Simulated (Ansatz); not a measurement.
Pt₄⁺. Total charge 1; doublet. Geometry relaxed at B3LYP-D4/def2-SVP.

Cartesian coordinates in Å:
```
Pt 1.014 -1.161 0.474
Pt -1.061 0.292 1.155
Pt -0.771 -0.465 -1.317
Pt 0.818 1.334 -0.312
```

In the def2 sets Pt takes a core potential; there is no spin–orbit coupling. The charge 1 doublet is spin-contaminated (final ⟨S²⟩ up to 1.78, 0.75 for a pure state). The relaxation made no stability test and no search for a lower SCF solution. The geometry of the doublet was relaxed on an unsound state (⟨S²⟩ 1.78, where a pure state has 0.75). At PBE0-D4/def2-TZVP a quartet of charge 1 lies 0.37 eV below the doublet, each at its own geometry. The structure comes from a short search, and lower isomers may exist.

Question: Estimate the harmonic wavenumbers at UKS B3LYP-D4/def2-SVP (Ansatz, unscaled). Is this a minimum?

Answer: 92, 93, 139, 139, 148, 214 cm⁻¹. Yes, no mode is imaginary beyond noise. Zero-point energy 4.9 kJ/mol. Hardware: 4 threads of Arm Neoverse V1 on a shared host. Wall time 2.1 min, peak host memory 0.63 GiB.
